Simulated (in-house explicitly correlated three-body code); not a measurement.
The numbers below are computed, except where a source is named.
## Taking the two-electron ground state apart, Z = 1.74

A variational code in 260 exponentially correlated functions gives, for two electrons around a point charge Z = 1.74 (non-relativistic, fixed nucleus, atomic units): E = -2.093362, <1/r> = 1.42846 per electron, <1/r12> = 0.784317. From its density, U = 1.722279 (Hartree energy) and T_s = 2.058091 (kinetic energy of the doubly filled orbital √(n/2)). Further, <r²> = 1.7192 per electron, <r12²> = 3.64456 and <p1·p2> = 0.12586.

Problem. Check the virial theorem, and compare with the screened hydrogenic estimate.

Solution. V = −2Z<1/r> + <1/r12> = -4.971041 + 0.784317 = -4.186724, and 2E = -4.186724, so T = −E = 2.093362. A product of 1s orbitals with exponent Z − 5/16 = 1.4275 gives −1.4275² = -2.03776, which is 55.6 millihartree too high.

Problem. Find the exchange and correlation energies of density-functional theory.

Solution. For two electrons in one orbital E_x = −U/2 = -0.861139. The potential part of correlation is U_c = <1/r12> − U − E_x = -0.076822, the kinetic part T_c = T − T_s = 0.035271, and E_c = T_c + U_c = -0.041552 hartree. Restricted Hartree-Fock gives -2.051916, so the correlation energy of wave-function theory is -0.041446.

Problem. What do the second moments say about angular correlation and diamagnetism?

Solution. From r12² = r1² + r2² − 2 r1·r2, <r1·r2> = <r²> − <r12²>/2 = -0.10309 bohr². It vanishes for a product of s orbitals, and its negative sign shows that the electrons favour opposite sides of the nucleus. The Langevin susceptibility is −0.79199e-6 × 2<r²> = -2.723e-6 cm³/mol.

Problem. How does a model nuclear mass of 3.5 u change the ionisation energy, to first order in m/M (1 hartree = 27.211386 eV)?

Solution. m/M = 1/(3.5 × 1822.8885) = 1.56737e-04. With a fixed nucleus the second electron is bound by −Z²/2 − E = 0.579562 hartree = 15.7707 eV. The reduced mass scales this by 1 − m/M, a change of -2.472 meV. The mass-polarisation term raises the two-electron state by (m/M)<p1·p2> = 19.73 microhartree, a further -0.537 meV. The sum is 15.7677 eV, before relativistic and QED terms.
